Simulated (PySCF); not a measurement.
Ne³⁺ (neon, charge +3) across methods

[He] 2s2 2p3, high-spin 4S determinant. All numbers are calculated (PySCF 2.14, the non-relativistic Hamiltonian (point nucleus), in dyall-av2z).

| method | E (hartree) | mean ε 2s α (eV) | mean ε 2s β (eV) | mean ε 2p α (eV) | Σ⟨r²⟩ (bohr²) | ⟨S²⟩ |
| --- | --- | --- | --- | --- | --- | --- |
| LDA | -123.5503 | -105.54 | -97.546 | -83.738 | 3.673 | 3.751 |
| r2SCANh | -124.2909 | -110.83 | -99.098 | -86.668 | 3.634 | 3.752 |
| UHF | -124.10349 | -126.73 | -106.79 | -98.475 | 3.627 | 3.753 |
| PBE | -124.2049 | -106.15 | -97.765 | -83.741 | 3.659 | 3.751 |
| PBE0 | -124.2285 | -111.49 | -100.51 | -87.614 | 3.646 | 3.751 |
| wB97M-V | -124.3171 | -113.58 | -103.72 | -89.760 | 3.649 | 3.752 |
| r2SCAN | -124.2894 | -109.04 | -98.069 | -85.287 | 3.636 | 3.752 |
| r2SCAN0 | -124.2932 | -113.53 | -100.64 | -88.739 | 3.631 | 3.752 |

Q: Estimate the same row for wB97X.

A: E (hartree) = -124.3200; mean ε 2s α (eV) = -113.29; mean ε 2s β (eV) = -103.25; mean ε 2p α (eV) = -89.659; Σ⟨r²⟩ (bohr²) = 3.628; ⟨S²⟩ = 3.752.
